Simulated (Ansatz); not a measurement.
Calculated with Ansatz (gas phase, PBE0-D4/def2-TZVP geometries, no zero-point term in ΔE). CCSD(T)/CBS is the MP2 limit (def2-TZVPP, def2-QZVPP) plus CCSD(T) − MP2 in def2-TZVPP, frozen cores. Functionals use def2-TZVPP. B3LYP here is the variant with VWN-RPA as its local correlation; programs differ in this. Each species was taken in one conformer, which may not be the lowest.

Reaction (isomerisation): `C=CO[SiH2]C` → `O[SiH]1CCC1`

```
             level  ΔE (kcal/mol)
          B3LYP-D4           -8.2
           ωB97X-V          -14.0
            B2PLYP          -10.4
            r2SCAN          -12.4
     HF/def2-TZVPP           -5.8
SCS-MP2/def2-TZVPP          -13.2
     HF/def2-QZVPP           -5.6
    MP2/def2-QZVPP          -16.4
```

Problem. What does CCSD(T)/CBS give? (Estimate.)

Solution. Computed: -13.4 kcal/mol. The listed levels differ from it by 5.2, -0.6, 3.0, 1.0, 7.6, 0.2, 7.8, -3.0 kcal/mol.

Largest T1 diagnostic among the species: 0.012.

From PBE to PBE0 (25 % exact exchange), in def2-TZVPP and without D4, ΔE moves by −2.4 kcal/mol. In def2-TZVPP, CCSD(T) changes the Hartree–Fock value by −7.0 kcal/mol (the triples alone add +0.0 kcal/mol) and MP2 by −10.4 kcal/mol.
